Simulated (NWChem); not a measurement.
System: CH$_{5}$FGe; SMILES [CH3][GeH2][F]

Here is an NWChem input.

```
start job
memory heap 200 mb stack 900 mb global 1100 mb
geometry units angstroms
  Ge     0.148801     0.252426     0.179932
  C     -1.790343    -0.052499     0.137707
  F      0.827202    -0.992310    -0.847868
  H      0.653976     1.505336    -0.481910
  H      0.850035    -0.011326     1.484342
  H     -2.013176    -1.051133     0.507304
  H     -2.321472     0.680048     0.737773
  H     -2.152016     0.022901    -0.885108
end
basis spherical
  * library def2-svp
end
dft
  xc xpbe96 cpbe96
  disp vdw 4
  iterations 150
end
driver
  maxiter 120
end
task dft optimize
task dft freq
```

NWChem printed, in part:

```
             Northwest Computational Chemistry Package (NWChem) 7.3.0
             --------------------------------------------------------

 C1  symmetry detected

                             Geometry "geometry" -> ""
                             -------------------------

 Output coordinates in angstroms (scale by  1.889725989 to convert to a.u.)

  No.       Tag          Charge          X              Y              Z
 ---- ---------------- ---------- -------------- -------------- --------------
    1 Ge                  32.0000     0.37055707     0.06087693    -0.00022171
    2 C                    6.0000    -0.72206935    -1.57044415    -0.00106115
    3 F                    9.0000    -0.78139741     1.37957665     0.00037500
    4 H                    1.0000     1.16389946     0.34643183     1.24560586
    5 H                    1.0000     1.16432610     0.34788360    -1.24534725
    6 H                    1.0000    -1.35825332    -1.58586442    -0.88342078
    7 H                    1.0000    -0.10425160    -2.46314485     0.01268678
    8 H                    1.0000    -1.35855418    -1.58689276     0.88056210

 Effective nuclear repulsion energy (a.u.)     211.8343620383

                                Z-matrix (autoz)
                                --------

 Units are Angstrom for bonds and degrees for angles

[...]

      ----------------------
      Optimization converged
      ----------------------

  Step       Energy      Delta E   Gmax     Grms     Xrms     Xmax
  ---- ---------------- -------- -------- -------- -------- --------
@    7   -2217.14931878 -6.5D-08  0.00004  0.00002  0.00025  0.00046
                                     ok       ok       ok       ok

                                Z-matrix (autoz)
                                --------

 Units are Angstrom for bonds and degrees for angles

[...]

 Rotational Constants
 --------------------
 A=   0.439741 cm-1  (  0.632675 K)
 B=   0.200144 cm-1  (  0.287956 K)
 C=   0.149671 cm-1  (  0.215338 K)

 Temperature                      =   298.15K
 frequency scaling parameter      =   1.0000

 Zero-Point correction to Energy  =   33.103 kcal/mol  (  0.052754 au)
 Thermal correction to Energy     =   36.354 kcal/mol  (  0.057933 au)
 Thermal correction to Enthalpy   =   36.946 kcal/mol  (  0.058877 au)

 Total Entropy                    =   72.757 cal/mol-K
   - Translational                =   39.983 cal/mol-K (mol. weight = 109.9594)
   - Rotational                   =   24.308 cal/mol-K (symmetry #  =        1)
   - Vibrational                  =    8.466 cal/mol-K

 Cv (constant volume heat capacity) =   17.073 cal/mol-K
   - Translational                  =    2.979 cal/mol-K
   - Rotational                     =    2.979 cal/mol-K
   - Vibrational                    =   11.114 cal/mol-K

[normal modes left out]

 ----------------------------------------------------------------------------
 Normal Eigenvalue ||           Projected Infra Red Intensities
  Mode   [cm**-1]  || [atomic units] [(debye/angs)**2] [(KM/mol)] [arbitrary]
 ------ ---------- || -------------- ----------------- ---------- -----------
    1       -0.000 ||    0.000819           0.019         0.798       0.299
    2       -0.000 ||    0.000003           0.000         0.003       0.001
    3       -0.000 ||    0.000030           0.001         0.029       0.011
    4        0.000 ||    0.002026           0.047         1.975       0.739
    5        0.000 ||    0.000194           0.004         0.189       0.071
    6        0.000 ||    0.002009           0.046         1.958       0.733
    7      109.918 ||    0.000329           0.008         0.321       0.120
    8      187.718 ||    0.005727           0.132         5.583       2.089
    9      436.590 ||    0.016508           0.381        16.093       6.021
   10      593.942 ||    0.015228           0.351        14.845       5.554
   11      639.402 ||    0.020144           0.465        19.637       7.347
   12      675.247 ||    0.073528           1.696        71.679      26.819
   13      707.578 ||    0.041476           0.957        40.433      15.128
   14      823.388 ||    0.041372           0.954        40.331      15.090
   15      826.169 ||    0.082590           1.905        80.513      30.124
   16      845.359 ||    0.080249           1.851        78.230      29.270
   17     1206.520 ||    0.009363           0.216         9.128       3.415
   18     1379.106 ||    0.003005           0.069         2.929       1.096
   19     1384.852 ||    0.004858           0.112         4.736       1.772
   20     2076.036 ||    0.094923           2.190        92.536      34.622
   21     2086.412 ||    0.159637           3.683       155.622      58.226
   22     2988.943 ||    0.001297           0.030         1.265       0.473
   23     3094.537 ||    0.001872           0.043         1.825       0.683
   24     3105.526 ||    0.000818           0.019         0.798       0.299
 ----------------------------------------------------------------------------
```

Level: PBE-D3(BJ)/def2-SVP.
